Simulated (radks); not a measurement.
All-electron atom: the osmium ion Os75+ in 1s1.

Calculated with a radial shooting solver on a logarithmic mesh with Libxc functionals: Dirac Kohn-Sham, exchange-only PBE, spin-unpolarised, spherical densities, finite nucleus; Fermi nuclear charge, rms radius 5.4126 fm.

Energy parts (hartree):
| part | energy |
|---|---|
| total | -3146.6315 |
| kinetic | 3775.0534 |
| electron-nucleus | -6926.3484 |
| Hartree | 27.0752 |
| exchange | -22.4116 |

Orbitals (lengths in bohr, moments of r in powers of bohr; r(90%) holds 90 % of the orbital's charge):
orbital  occ.  eigenvalue (hartree)  r(90%)      <r^2>  <1/r>  small-component weight
1s1/2       1             -3125.330  0.0320  0.0004242  91.15                8.37e-02

The highest occupied level is 1s1/2 at -85045 eV. For comparison, the ionisation energy in NIST's Atomic Spectra Database is 85614.4 eV (theoretical). In exact Kohn-Sham theory the highest level is minus the ionisation energy, but local and semilocal functionals leave it too shallow, through self-interaction and a potential that decays too fast; potentials with the right tail come closer. The electron density at the nucleus is 7.089e+05 e/bohr^3. Summed over all electrons, <r^2> = 0.0004242 bohr^2, which gives a Langevin (diamagnetic) susceptibility term of -0.000336 x 10^-6 cm^3/mol.

Beside tabulated values, note that spin-unpolarised runs miss the spin-polarisation part of the exchange energy of open shells.
